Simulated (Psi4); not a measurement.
**A ladder of methods for SiH4Se2 (SMILES [SeH][SiH2][SeH])**

SiH4Se2: 7 atoms, total charge 0, spin state singlet. As SMILES, `[SeH][SiH2][SeH]`. The shape was relaxed beforehand at PBE0/def2-TZVP. This is one conformer, not always the lowest.

Quantity: the HOMO–LUMO gap, in eV. The values are calculated.

```
                                 level                    kind  program  value (eV)  CPU time
   PBE-D4/def2-TZVPP (density fitting)                     GGA     Psi4        4.46      56 s
r2SCAN-D4/def2-TZVPP (density fitting)                meta-GGA     Psi4        4.98   3.2 min
 B3LYP-D4/def2-TZVPP (density fitting)           global hybrid     Psi4        5.95      52 s
  PBE0-D4/def2-TZVPP (density fitting)           global hybrid     Psi4        6.42      55 s
  wB97M-V/def2-TZVPP (density fitting)  range-separated hybrid     Psi4       10.39   3.6 min
```

All-electron rows without a relativistic Hamiltonian named are non-relativistic. The values span 4.46 to 10.39 eV. Orbital gaps aren't excitation energies; they tend to grow with the share of exact exchange. Times are those of the runs behind each value, whatever else they computed, on shared processors of several kinds: orders of magnitude only.
